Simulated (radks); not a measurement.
Problem. Neutral rubidium, [Kr] 5s1. All-electron calculation, non-relativistic Kohn-Sham, PBE, spin-polarised, spherical densities, point nucleus. Program: a radial shooting solver on a logarithmic mesh with Libxc functionals. Every spin shell is full or empty, so the densities are truly spherical. Functionals are evaluated on that one density, not self-consistently. Rank these orbital-free kinetic functionals by their error against the exact value of the orbitals, and give that value: Thomas-Fermi, TF + vW, TF + vW/9, LC94, Perdew 92, Thakkar, Pearson, PG1, DePristo-Kress.

Solution. Exact: 2938.12 hartree. From best to worst, with 100 (|E| - |E exact|)/|E exact| (equal figures are ties): LC94 +0.05, DePristo-Kress -0.07, Thakkar -0.48, Perdew 92 -0.70, TF + vW/9 -0.71, Pearson -1.04, Thomas-Fermi -5.81, PG1 +17.02, TF + vW +40.11.
